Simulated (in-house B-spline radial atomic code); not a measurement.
Relativistic effects in Ni⁸⁺, [Ar] 3d2: non-relativistic Hartree-Fock (point nucleus) against Dirac-Hartree-Fock (Fermi nucleus of rms radius 3.7757 fm), both averages of the configuration, computed with a B-spline radial code for spherical atoms.

```json
{"orbital": "1s1/2", "ε NR (Eh)": "-312.63", "ε Dirac (Eh)": "?", "<r> NR (bohr)": "0.05482", "<r> Dirac (bohr)": "?", "change of <r> (%)": "?"}
{"orbital": "2s1/2", "ε NR (Eh)": "-45.081", "ε Dirac (Eh)": "-45.788", "<r> NR (bohr)": "0.2465", "<r> Dirac (bohr)": "0.243", "change of <r> (%)": "-1.4"}
{"orbital": "2p1/2", "ε NR (Eh)": "-40.092", "ε Dirac (Eh)": "?", "<r> NR (bohr)": "0.2157", "<r> Dirac (bohr)": "?", "change of <r> (%)": "?"}
{"orbital": "2p3/2", "ε NR (Eh)": "-40.092", "ε Dirac (Eh)": "-40.012", "<r> NR (bohr)": "0.2157", "<r> Dirac (bohr)": "0.2153", "change of <r> (%)": "-0.1"}
{"orbital": "3s1/2", "ε NR (Eh)": "-11.175", "ε Dirac (Eh)": "-11.307", "<r> NR (bohr)": "0.6967", "<r> Dirac (bohr)": "0.6895", "change of <r> (%)": "-1.0"}
{"orbital": "3p1/2", "ε NR (Eh)": "-9.4489", "ε Dirac (Eh)": "-9.5466", "<r> NR (bohr)": "0.7062", "<r> Dirac (bohr)": "0.699", "change of <r> (%)": "-1.0"}
{"orbital": "3p3/2", "ε NR (Eh)": "-9.4489", "ε Dirac (Eh)": "-9.443", "<r> NR (bohr)": "0.7062", "<r> Dirac (bohr)": "0.7055", "change of <r> (%)": "-0.1"}
{"orbital": "3d3/2", "ε NR (Eh)": "-7.0746", "ε Dirac (Eh)": "-7.0579", "<r> NR (bohr)": "0.6931", "<r> Dirac (bohr)": "0.6934", "change of <r> (%)": "0.0"}
{"orbital": "3d5/2", "ε NR (Eh)": "-7.0746", "ε Dirac (Eh)": "-7.0435", "<r> NR (bohr)": "0.6931", "<r> Dirac (bohr)": "0.6953", "change of <r> (%)": "+0.3"}
```

Task: What happens to 1s1/2?

Result: Its energy goes to -315.93 hartree and <r> to 0.05407 bohr (-1.37 %).

Task: What happens to 2p1/2?

Result: Its energy goes to -40.663 hartree and <r> to 0.2122 bohr (-1.59 %).

Task: What explains the pattern of contraction and expansion?

Result: Expansion is seen in 3d5/2. The s and p1/2 orbitals contract directly, screen the nucleus better, and so push out orbitals that have little density near the nucleus; spin-orbit coupling adds to this for j = l + 1/2 and opposes it for j = l - 1/2.

Task: By how much does the total energy change?

Result: By -12.582 hartree, from -1485.268 to -1497.850.
